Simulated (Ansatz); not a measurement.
`[CH3][AlH][S][GeH3]` → `[CH3][AlH][SH]` + `[GeH2]` at 600 K and 1 bar (germylene loss).

Calculated with Ansatz (gas phase, PBE0-D4/def2-TZVP geometries, no zero-point term in ΔE). CBS: MP2 limit from def2 TZ/QZ plus the TZ coupled-cluster correction, frozen cores. This one scheme is used for every species. For Ge outer-core shells are correlated without core-valence functions, which leaves a few kJ/mol of doubt a bond. Scalar relativity is left out up to krypton. One conformer a species, not always the lowest.

```
              species  CCSD(T)/CBS energy (Eh)  H − E (kJ/mol)  S (J/(mol·K))
`[CH3][AlH][S][GeH3]`              -2758.22792           249.8          494.6
     `[CH3][AlH][SH]`               -680.89694           186.2          392.5
             `[GeH2]`              -2077.24753            50.4          247.2
```

H − E and S are ideal-gas, rigid-rotor, harmonic terms from PBE0-D4/def2-TZVP, for one conformer and one mirror image of each species. 1 Eh = 2625.50 kJ/mol, R = 8.31446 J/(mol·K).

**Question.** By hand: ΔE, ΔH, ΔS and ΔG.

**Answer.** ΔE = (-680.89694) + (-2077.24753) − (-2758.22792) = 0.08345 Eh = 219.1 kJ/mol. Δ(H − E) = 186.2 + 50.4 − 249.8 = -13.2, so ΔH = 205.9 kJ/mol. ΔS = 392.5 + 247.2 − 494.6 = 145.1 J/(mol·K). ΔG = 205.9 − 600 × (145.1)/1000 = 118.8 kJ/mol.

**Question.** By hand: the equilibrium constant, and the temperature at which ΔG would vanish if ΔH and ΔS stayed fixed.

**Answer.** log₁₀ K = −ΔG/(RT ln 10) = -10.3. ΔG = 0 at ΔH/ΔS = 1419 K.

The number of gas molecules changes by +1, which sets the sign of ΔS. A doubt of 5 kJ/mol in ΔE shifts log₁₀ K by 0.4 here. Other conformers and mirror images would add mixing entropy, several J/(mol·K) or more a flexible species. Modes under 60 cm⁻¹, often nearly free rotors, make the harmonic entropy too high. These are equilibria of isolated gas molecules and say nothing of rates. Largest T1 diagnostic: 0.012 (customary marks: 0.02 for closed shells, 0.045 for open ones).
